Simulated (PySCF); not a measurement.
WO₂Cl₂, SMILES [O]=[W](=[O])([Cl])[Cl], multiplicity 1. Geometry optimised at B3LYP-D3(BJ)/def2-SVP. The spin state was assumed, not searched. The isomer is the one that the SMILES or the coordinates give; other isomers of the formula were not compared. The def2 effective core potentials stand for the cores of W; spin–orbit coupling is left out.

Computed with B3LYP-D3(BJ)/def2-SVP run with PySCF.

Harmonic wavenumbers (cm⁻¹): 111, 158, 212, 225, 344, 416, 423, 1006, 1042. Rotational constants (GHz): 2.640, 1.581, 1.289; symmetry number 2.

### Question
Work out the zero-point energy and the ideal-gas rigid-rotor harmonic-oscillator thermochemistry at 298.15 K and 1 atm.

### Answer
ZPE = ½ Σ hcν = ½ × 3936 cm⁻¹ = 5.63 kcal/mol. H − E(el) = 10.15 kcal/mol. Entropy in cal/(mol K): translation 42.86, rotation 27.10, vibration 12.93, total 82.89. G − E(el) = -14.57 kcal/mol. Cp = 20.56 cal/(mol K). Modes under 150 cm⁻¹ make the vibrational entropy uncertain.
